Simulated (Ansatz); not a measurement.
Cost and result for the atomization energy of C$_{5}$H$_{4}$F$_{6}$ (`F[C@@H]1[C@@H](F)CC(F)(F)C1(F)F`) (15 atoms, 15 bonds).

```xyz
15

F    -0.022   -1.065   -2.231
C    -0.023   -0.949   -0.862
C     1.226   -0.227   -0.368
C     0.770    0.381    0.937
F     0.663   -0.577    1.890
F     1.574    1.343    1.410
C    -0.650    0.893    0.617
F    -0.524    2.077   -0.029
F    -1.401    1.077    1.701
C    -1.229   -0.139   -0.371
F    -2.148   -0.942    0.240
H    -0.100   -1.954   -0.438
H     2.087   -0.880   -0.236
H     1.482    0.577   -1.060
H    -1.706    0.386   -1.202
```

Total charge 0; spin multiplicity 1. Geometry: relaxed with PBE0-D4/def2-TZVP. Program: Ansatz. All runs use 4 threads of an AMD EPYC 7R13 on a shared host and a share of an NVIDIA H100 80 GB. Times are those of one run each, without the atoms' runs, and a repeat can differ threefold. Electronic energies, without spin–orbit coupling; frozen cores. CCSD(T)/CBS adds CCSD(T) − MP2 in def2-TZVPP to the MP2 limit, and its time is that of the two runs behind it. T1 = 0.012. HSE06 is the plane-wave form, built on full-range PBE exchange.

CCSD(T)/CBS is a level of theory with its own doubt, some kJ/mol a heavy atom from the limit and from the frozen cores, so smaller differences don't rank the functionals.

```
                           level  functions  wall time
              PBE0-D4/def2-TZVPP        397      3.6 s
          LDA (SPW92)/def2-TZVPP        397      4.1 s
               B97M-V/def2-TZVPP        397      4.3 s
           r2SCANh-D4/def2-TZVPP        397        7 s
             PBE-QIDH/def2-TZVPP        397        7 s
         CAM-B3LYP-D4/def2-TZVPP        397      8.5 s
                CCSD(T)/def2-SVP        174        9 s
              ωB97X-V/def2-TZVPP        397       11 s
             HSE06-D4/def2-TZVPP        397       12 s
                  MP2/def2-QZVPP        747       12 s
ωB97M-V/def2-TZVPP (with forces)        397       13 s
              CCSD(T)/def2-TZVPP        397       59 s
               CCSD(T)/CBS(def2)          –       70 s
```

(1) What atomization energy does each give, and how far from CCSD(T)/CBS? (Best estimate.)

Answers

(1) The calculation gave: 
```
                           level  atomization (kJ/mol)  difference from CCSD(T)/CBS  per bond
              PBE0-D4/def2-TZVPP                6474.9                         86.3       5.8
          LDA (SPW92)/def2-TZVPP                7713.2                       1324.6      88.3
               B97M-V/def2-TZVPP                6402.3                         13.7       0.9
           r2SCANh-D4/def2-TZVPP                6379.0                         -9.6      -0.6
             PBE-QIDH/def2-TZVPP                6393.5                          4.9       0.3
         CAM-B3LYP-D4/def2-TZVPP                6444.0                         55.4       3.7
                CCSD(T)/def2-SVP                6112.2                       -276.4     -18.4
              ωB97X-V/def2-TZVPP                6437.8                         49.2       3.3
             HSE06-D4/def2-TZVPP                6481.3                         92.7       6.2
                  MP2/def2-QZVPP                6570.7                        182.1      12.1
ωB97M-V/def2-TZVPP (with forces)                6434.3                         45.7       3.1
              CCSD(T)/def2-TZVPP                6218.7                       -169.9     -11.3
               CCSD(T)/CBS(def2)                6388.6                          0.0       0.0
```

The D4 term adds +59.3 kJ/mol with B3LYP and +31.5 kJ/mol with PBE0; it sums over pairs of atoms, weighted by their polarisabilities, and B3LYP, whose exchange is more repulsive, gets the larger term. From r2SCAN to r2SCAN0 (25 % exact exchange), in def2-TZVPP and without D4, the atomization energy moves by −173.3 kJ/mol: exact exchange takes away binding that semilocal exchange gives to molecules. Leaving LDA and LC-ωPBE aside and taking each functional with its dispersion term where it has one, the values, not all of them listed here, spread over 623.1 kJ/mol, from BHLYP-D4 to PBE-D4. LDA lies +1062.1 kJ/mol from PBE without D4, its usual overbinding.

B3LYP here is the variant with VWN-RPA as its local correlation; programs differ in this.
